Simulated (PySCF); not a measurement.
An unknown gives this computed stick spectrum. Level of theory: PySCF 2.14.0, density-fitted response routines, TDDFT CAM-B3LYP/def2-SVPD, vertical, gas phase, core orbitals frozen in the response. Geometries: PBE0-D3(BJ)/def2-SVP, one conformer each.

```csv
state,ν̃ (cm⁻¹),f,"main configurations (H = HOMO, L = LUMO)"
S1,41790,0.0040,H→L (89%)
S2,56950,0.022,H→L+1 (82%)
S3,59640,0.0022,"H-1→L+1 (77%), H-1→L+2 (11%)"
S4,60680,0.015,"H→L+2 (30%), H-3→L (28%), H-1→L (28%)"
S5,60740,0.043,"H-1→L (62%), H→L+2 (19%)"
S6,61980,0.0010,"H-5→L (68%), H-2→L (20%)"
S7,62800,0.065,"H-3→L (32%), H-2→L+1 (29%), H→L+2 (20%)"
S8,64550,0.040,"H-2→L+1 (32%), H-3→L (22%), H→L+2 (16%)"
S9,66780,0.0010,"H-2→L (59%), H-5→L (17%), H-6→L (14%)"
S10,67410,0.016,"H-1→L+5 (25%), H-4→L+1 (21%), H-1→L+2 (15%)"
```

Triplets computed (Tamm–Dancoff): 4.50, 5.72, 6.82, 7.03 eV.

Question: Which candidate is it? All have the formula C2H8O3Si2.
A. `O=C(CO[SiH3])O[SiH3]`
B. `[SiH3]O[SiH]1OCCO1`
C. `CC(=O)O[SiH2]O[SiH3]`
D. `[SiH3]O[SiH2]C(OC)=O`

Answer: D. Its S1, at 5.18 eV, is the lowest among the candidates; the nearest of the others has S1 at 5.87 eV. S1 is HOMO→LUMO (89%). Löwdin shares by element: HOMO oxygen 52% or more, carbon 14% or more, silicon 11% or more (atoms not listed hold the other 22%); LUMO oxygen 41% or more, carbon 33% or more, silicon 16% or more. At the same level the other candidates give, for their lowest levels:
- `O=C(CO[SiH3])O[SiH3]`: 5.91 eV (f 0.000); 7.19 eV (f 0.002); 7.57 eV (f 0.018); 7.74 eV (f 0.013); 8.01 eV (f 0.020); T1 5.43 eV; HOMO -9.81, LUMO 0.68 eV
- `CC(=O)O[SiH2]O[SiH3]`: 5.87 eV (f 0.001); 7.53 eV (f 0.004); 7.72 eV (f 0.001); 7.82 eV (f 0.039); 8.15 eV (f 0.046); T1 5.37 eV; HOMO -9.75, LUMO 0.77 eV
- `[SiH3]O[SiH]1OCCO1`: 7.58 eV (f 0.001); 7.83 eV (f 0.000); 7.88 eV (f 0.001); 8.12 eV (f 0.000); 8.17 eV (f 0.011); T1 7.32 eV; HOMO -9.60, LUMO 0.92 eV

Shape of the structure used: `[CH3:1][O:2][C:3](=[O:4])[SiH2:5][O:6][SiH3:7]`: C1–O2–C3–O4 0°, O2–C3–Si5–O6 179°, C3–Si5–O6–Si7 1°.
